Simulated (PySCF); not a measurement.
PySCF job for B(vinyl)(OH)2 (C2H5BO2), SMILES C=CB(O)O, B3LYP-D3(BJ)/def2-SVP. The structure is a stationary point at B3LYP-D3(BJ)/def2-SVP. One conformer was computed; it need not be the lowest.

```python
import numpy as np
from pyscf import gto, scf, dft, df
from pyscf.hessian import thermo

mol = gto.M(
    atom='''
    B    -0.01435554   -0.50797875    0.00000000
    C    -0.65967766    0.91991547    0.00000000
    C     0.06806936    2.04619154   -0.00000000
    H    -1.75471267    1.02089281   -0.00000000
    H    -0.38642992    3.04305931   -0.00000000
    H     1.16247165    2.00492076    0.00000000
    O     1.34325325   -0.62422341   -0.00000000
    H     1.62327282   -1.54892432    0.00000000
    O    -0.75760366   -1.66009071   -0.00000000
    H    -1.70837111   -1.50218389   -0.00000000
    ''',
    basis='def2-SVP',
    charge=0,
    spin=0,
    max_memory=1600,
    verbose=3,
)
mf = dft.RKS(mol, xc='b3lyp').density_fit(auxbasis='def2-universal-jkfit')
mf.disp = 'd3bj'
mf.grids.level = 3
mf.conv_tol = 1e-11
mf.max_cycle = 100
mf.kernel()

# [left out here: the lines that compute and print the analytic Hessian (its translational invariance restored by hand, since the grid's response is missing), thermochemistry and intensities]
```

Output:

```
converged SCF energy = -254.439021032831

WARN: DFTD3 does not support analytical Hessian, using finite difference


WARN: Mole.unit (angstrom) is changed to Bohr

Mode                                 0                   1                   2
Irrep
Freq [cm^-1]                       79.0834            213.7073            412.5327
Reduced mass [au]                   2.5317              3.3863              3.6491
Force const [Dyne/A]                0.0093              0.0911              0.3659
Char temp [K]                     113.7834            307.4772            593.5427
Normal mode                   x     y     z       x     y     z       x     y     z
       0   B                 0.00 -0.00  0.04    0.07 -0.01 -0.00   -0.06  0.02  0.00
       1   C                 0.00  0.00  0.15    0.05 -0.01 -0.00    0.02  0.10  0.00
       2   C                -0.00  0.00 -0.12   -0.12  0.10  0.00    0.02  0.11 -0.00
       3   H                 0.00 -0.00  0.41    0.04 -0.13 -0.00    0.02  0.14 -0.00
       4   H                -0.00  0.00 -0.09   -0.28  0.02  0.00   -0.01  0.10 -0.00
       5   H                -0.00  0.00 -0.39   -0.11  0.29  0.00    0.02  0.15  0.00
       6   O                 0.00 -0.00  0.06    0.06 -0.13 -0.00   -0.07 -0.07 -0.00
       7   H                -0.00 -0.00 -0.07   -0.04 -0.16 -0.00   -0.20 -0.10 -0.00
       8   O                -0.00  0.00 -0.09   -0.03  0.06  0.00    0.10 -0.10 -0.00
       9   H                 0.00  0.00 -0.12   -0.02  0.15  0.00    0.06 -0.33  0.00
Mode                                 3                   4                   5
Irrep
Freq [cm^-1]                      419.4148            489.1961            503.2402
Reduced mass [au]                   1.4574              1.1071              3.5234
Force const [Dyne/A]                0.1510              0.1561              0.5257
Char temp [K]                     603.4445            703.8443            724.0506
Normal mode                   x     y     z       x     y     z       x     y     z
       0   B                -0.00  0.00 -0.15   -0.00 -0.00  0.03    0.02  0.10  0.00
       1   C                 0.00  0.00 -0.06    0.00 -0.00 -0.03   -0.13  0.02  0.00
       2   C                 0.00  0.00  0.02    0.00  0.00  0.01   -0.02 -0.07 -0.00
       3   H                 0.00  0.00  0.39    0.00 -0.00  0.02   -0.13  0.01 -0.00
       4   H                -0.00  0.00  0.52   -0.00 -0.00  0.06    0.17  0.02 -0.00
       5   H                 0.00  0.00 -0.38    0.00  0.00 -0.01   -0.02 -0.28  0.00
       6   O                -0.00 -0.00  0.03   -0.00  0.00  0.00    0.01 -0.09  0.00
       7   H                -0.00 -0.00  0.30    0.00  0.00 -0.47   -0.25 -0.17 -0.00
       8   O                 0.00 -0.00  0.05   -0.00 -0.00  0.07    0.09  0.09  0.00
       9   H                 0.00 -0.00 -0.09   -0.00  0.00 -0.82    0.08  0.01 -0.00
Mode                                 6                   7                   8
Irrep
Freq [cm^-1]                      572.8957            734.7832            766.4781
Reduced mass [au]                   1.1758              3.8485              3.3456
Force const [Dyne/A]                0.2274              1.2242              1.1580
Char temp [K]                     824.2694           1057.1894           1102.7913
Normal mode                   x     y     z       x     y     z       x     y     z
       0   B                -0.00 -0.00 -0.03    0.00 -0.00 -0.23   -0.03  0.06 -0.00
       1   C                 0.00  0.00 -0.06   -0.00  0.00  0.12    0.11 -0.10  0.00
       2   C                 0.00  0.00  0.01    0.00  0.00 -0.01    0.01 -0.07 -0.00
       3   H                 0.00  0.00  0.05   -0.00  0.00 -0.14    0.12 -0.15 -0.00
       4   H                -0.00 -0.00  0.18    0.00  0.00 -0.35   -0.25 -0.18 -0.00
       5   H                 0.00  0.00 -0.10   -0.00 -0.00  0.19    0.02  0.19  0.00
       6   O                 0.00  0.00  0.08    0.00 -0.00  0.05   -0.11  0.02  0.00
       7   H                 0.00  0.00 -0.76    0.00  0.00 -0.11   -0.26 -0.02 -0.00
       8   O                -0.00 -0.00 -0.01   -0.00 -0.00  0.05    0.06  0.08  0.00
       9   H                -0.00 -0.00  0.46   -0.00 -0.00 -0.05    0.04 -0.07 -0.00
Mode                                 9                  10                  11
Irrep
Freq [cm^-1]                     1000.9072           1003.5116           1010.9728
Reduced mass [au]                   1.2945              1.3445              1.3926
Force const [Dyne/A]                0.7641              0.7977              0.8386
Char temp [K]                    1440.0826           1443.8297           1454.5648
Normal mode                   x     y     z       x     y     z       x     y     z
       0   B                 0.02 -0.05 -0.00   -0.00 -0.00 -0.00    0.00 -0.03 -0.00
       1   C                -0.02  0.01  0.00    0.00 -0.00  0.04    0.04 -0.01 -0.00
       2   C                 0.00  0.01 -0.00   -0.00  0.00 -0.14   -0.04  0.05  0.00
       3   H                -0.01  0.14  0.00    0.00 -0.00  0.03    0.01 -0.37 -0.00
       4   H                -0.01 -0.00  0.00    0.00  0.00  0.57    0.30  0.21 -0.00
       5   H                 0.01  0.03  0.00   -0.00 -0.00  0.63   -0.05 -0.32 -0.00
       6   O                -0.09 -0.01  0.00   -0.00 -0.00 -0.00   -0.09 -0.04  0.00
       7   H                 0.09  0.05 -0.00    0.00  0.00  0.01    0.52  0.17 -0.00
       8   O                 0.06 -0.04  0.00    0.00  0.00 -0.00    0.03  0.05  0.00
       9   H                 0.19  0.83 -0.00   -0.00 -0.00  0.00    0.01 -0.15  0.00
Mode                                12                  13                  14
Irrep
Freq [cm^-1]                     1038.7729           1043.8091           1282.9307
Reduced mass [au]                   1.2777              1.0932              1.4878
Force const [Dyne/A]                0.8123              0.7018              1.4428
Char temp [K]                    1494.5629           1501.8088           1845.8517
Normal mode                   x     y     z       x     y     z       x     y     z
       0   B                -0.03 -0.02  0.00    0.00  0.00  0.00    0.00 -0.11 -0.00
       1   C                -0.06  0.02  0.00    0.00 -0.00  0.08    0.07 -0.04  0.00
       2   C                 0.04 -0.05 -0.00   -0.00  0.00 -0.02   -0.09  0.01  0.00
       3   H                -0.02  0.40 -0.00    0.00 -0.00 -0.76    0.13  0.68 -0.00
       4   H                -0.29 -0.20  0.00    0.00  0.00  0.38    0.13  0.10 -0.00
       5   H                 0.05  0.30 -0.00   -0.00 -0.00 -0.43   -0.10 -0.29 -0.00
       6   O                -0.01 -0.05 -0.00   -0.00  0.00 -0.00    0.00  0.02  0.00
       7   H                 0.57  0.14 -0.00   -0.00 -0.00  0.00   -0.16 -0.04  0.00
       8   O                 0.03  0.06 -0.00   -0.00 -0.00  0.00    0.02  0.05  0.00
       9   H                -0.01 -0.19 -0.00    0.00  0.00 -0.02   -0.00 -0.10  0.00
Mode                                15                  16                  17
Irrep
Freq [cm^-1]                     1353.4995           1444.0269           1456.2039
Reduced mass [au]                   2.2877              1.6901              4.3249
Force const [Dyne/A]                2.4693              2.0764              5.4035
Char temp [K]                    1947.3845           2077.6332           2095.1531
Normal mode                   x     y     z       x     y     z       x     y     z
       0   B                -0.03  0.18  0.00    0.09  0.13  0.00   -0.24  0.02  0.00
       1   C                 0.09  0.03  0.00   -0.00 -0.08 -0.00    0.02 -0.06 -0.00
       2   C                -0.05 -0.03 -0.00   -0.04 -0.03 -0.00   -0.01  0.01  0.00
       3   H                 0.12  0.17 -0.00    0.04  0.25 -0.00    0.02 -0.03  0.00
       4   H                -0.25 -0.14  0.00    0.49  0.22  0.00    0.24  0.13 -0.00
       5   H                -0.08 -0.45 -0.00   -0.01  0.44 -0.00   -0.00  0.19 -0.00
       6   O                 0.02 -0.03 -0.00   -0.03 -0.01 -0.00    0.09 -0.01 -0.00
       7   H                 0.21  0.04 -0.00    0.10  0.04 -0.00    0.08 -0.02  0.00
       8   O                -0.02 -0.07 -0.00   -0.03 -0.05 -0.00    0.04  0.01  0.00
       9   H                -0.00  0.10 -0.00   -0.03 -0.04 -0.00    0.06  0.19  0.00
Mode                                18                  19                  20
Irrep
Freq [cm^-1]                     1692.6498           3103.1488           3124.0935
Reduced mass [au]                   4.9515              1.0825              1.0678
Force const [Dyne/A]                8.3583              6.1414              6.1402
Char temp [K]                    2435.3463           4464.7402           4494.8750
Normal mode                   x     y     z       x     y     z       x     y     z
       0   B                 0.01  0.05 -0.00    0.00  0.00 -0.00    0.00 -0.00  0.00
       1   C                -0.07 -0.18 -0.00    0.08 -0.01  0.00   -0.03 -0.00 -0.00
       2   C                 0.09  0.15  0.00    0.00  0.02  0.00    0.03  0.06  0.00
       3   H                -0.06  0.15  0.00   -0.90  0.09 -0.00    0.28 -0.03  0.00
       4   H                -0.21  0.04 -0.00    0.12 -0.25 -0.00    0.29 -0.61 -0.00
       5   H                 0.10 -0.22 -0.00   -0.14  0.01 -0.00   -0.62  0.03 -0.00
       6   O                -0.00 -0.00  0.00   -0.00 -0.00  0.00   -0.00 -0.00 -0.00
       7   H                 0.03  0.01 -0.00    0.00 -0.00  0.00   -0.00  0.00 -0.00
       8   O                -0.01 -0.00  0.00   -0.00 -0.00  0.00   -0.00  0.00 -0.00
       9   H                -0.01 -0.01  0.00   -0.00 -0.00  0.00    0.00 -0.00 -0.00
Mode                                21                  22                  23
Irrep
Freq [cm^-1]                     3216.7526           3842.7099           3872.7915
Reduced mass [au]                   1.1169              1.0654              1.0663
Force const [Dyne/A]                6.8091              9.2689              9.4226
Char temp [K]                    4628.1908           5528.8040           5572.0847
Normal mode                   x     y     z       x     y     z       x     y     z
       0   B                 0.00  0.00  0.00   -0.00 -0.00 -0.00   -0.00  0.00  0.00
       1   C                 0.01 -0.00  0.00    0.00  0.00  0.00    0.00  0.00  0.00
       2   C                 0.08 -0.05 -0.00   -0.00  0.00  0.00   -0.00 -0.00 -0.00
       3   H                -0.08  0.01 -0.00   -0.00 -0.00  0.00   -0.00 -0.00  0.00
       4   H                -0.25  0.56  0.00   -0.00  0.00  0.00    0.00  0.00 -0.00
       5   H                -0.71  0.02 -0.00   -0.00  0.00  0.00    0.00 -0.00 -0.00
       6   O                -0.00 -0.00 -0.00    0.02 -0.06 -0.00    0.00  0.00 -0.00
       7   H                -0.00 -0.00 -0.00   -0.31  0.92  0.00    0.01 -0.02 -0.00
       8   O                -0.00 -0.00 -0.00   -0.00  0.00 -0.00   -0.06  0.01 -0.00
       9   H                -0.00 -0.00 -0.00    0.02 -0.00 -0.00    0.96 -0.14 -0.00
temperature 298.1500 [K]
pressure 101325.00 [Pa]
Rotational constants [GHz] 9.44115 3.81289 2.71601
Symmetry number 1
Zero-point energy (ZPE) 0.07672 [Eh]   201439.846 [J/mol]
                           tot       elec      trans        rot        vib
Entropy [J/mol/K]       313.497      0.000    162.061    107.111     44.325
Cv [J/mol/K]             83.573      0.000     12.472     12.472     58.629
Cp [J/mol/K]             91.887      0.000     20.786     12.472     58.629
Internal energy [J/mol]                      3718.434   3718.434 209125.391
Internal energy [Eh]   -254.35654  -254.43902
Enthalpy [J/mol]                             6197.391   3718.434 209125.391
Enthalpy [Eh]          -254.35559
Gibbs free energy [J/mol]                  -42120.958 -28216.754 195909.927
Gibbs free energy [Eh] -254.39119
static polarisability / bohr^3: [[42.509  4.188  0.   ]
 [ 4.183 52.7    0.   ]
 [ 0.     0.    21.456]]
largest difference of analytic and finite-field dipole derivatives / e: 0.0012126277309985056
mode   freq/cm-1   IR/(km/mol)   Raman/(A^4/amu)   depolarisation
   1       79.08         3.102             6.365            0.750
   2      213.71         1.454             1.794            0.645
   3      412.53        13.846             1.743            0.500
   4      419.41         1.681             4.122            0.750
   5      489.20       184.399             1.901            0.750
   6      503.24        15.962             1.361            0.184
   7      572.90        15.635             5.346            0.750
   8      734.78        74.187             1.969            0.750
   9      766.48        10.081             4.987            0.067
  10     1000.91       129.054             4.433            0.511
  11     1003.51        27.429             0.674            0.750
  12     1010.97        72.854             0.279            0.750
  13     1038.77        27.230             6.293            0.672
  14     1043.81        11.592             0.145            0.750
  15     1282.93        97.452             6.893            0.355
  16     1353.50       164.518             9.162            0.518
  17     1444.03       192.130             8.486            0.560
  18     1456.20       212.483             7.204            0.254
  19     1692.65        44.561            26.717            0.171
  20     3103.15        24.897            61.574            0.527
  21     3124.09        10.227           152.770            0.121
  22     3216.75         8.412            69.575            0.735
  23     3842.71        74.889           119.370            0.285
  24     3872.79        67.200            77.569            0.282
max |gradient| / (hartree/bohr): 8.547071885888353e-05
APT charges: [ 1.1972 -0.3345  0.017  -0.0093  0.0183  0.042  -0.7525  0.3055 -0.7938
  0.3102]
```

The run converged.

Cost: roughly 2.8 core-minutes.
